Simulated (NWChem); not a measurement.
Molecule: C2H6O2Si; SMILES O=CC[SiH2]O

```xyz
11

O      0.2954     2.5894    -0.3516
C     -0.1710     1.7821     0.4088
C     -0.7971     0.4892     0.0009
Si     0.4226    -0.9653     0.0971
O     -0.3682    -2.4122    -0.1289
H     -0.1280     1.9524     1.5179
H     -1.6362     0.2342     0.6697
H     -1.1543     0.5678    -1.0386
H      1.4888    -0.7515    -0.9277
H      1.0106    -1.0255     1.4626
H     -0.6388    -2.6333    -1.0244
```
Atoms are numbered in this order, from 1.

Level: PBE0/def2-SVP (NWChem), optimised geometry, unscaled harmonic frequencies. 

| frequency (cm⁻¹) | IR intensity (km/mol) |
|---|---|
| 57 | 6.0 |
| 75 | 8.4 |
| 176 | 23.5 |
| 215 | 92.3 |
| 274 | 19.5 |
| 495 | 19.6 |
| 532 | 12.4 |
| 664 | 38.2 |
| 690 | 91.2 |
| 837 | 153.3 |
| 867 | 16.0 |
| 888 | 112.5 |
| 908 | 97.1 |
| 942 | 90.7 |
| 967 | 43.2 |
| 1043 | 107.3 |
| 1155 | 20.0 |
| 1164 | 130.5 |
| 1404 | 7.9 |
| 1427 | 15.7 |
| 1871 | 220.6 |
| 2234 | 111.5 |
| 2269 | 103.2 |
| 2900 | 116.4 |
| 3071 | 0.5 |
| 3154 | 0.5 |
| 3939 | 117.2 |

zero-point energy: 48.9 kcal/mol
thermal correction to the enthalpy at 298.15 K (with zero-point energy): 53.9 kcal/mol
heat capacity Cv: 23.5 cal/(mol K)
entropy at 298.15 K and 1 atm (symmetry number 1): 83.3 cal/(mol K)
dipole moment: 2.38 D

Rigid rotor and harmonic oscillator; modes under 100 cm⁻¹ make the entropy uncertain.
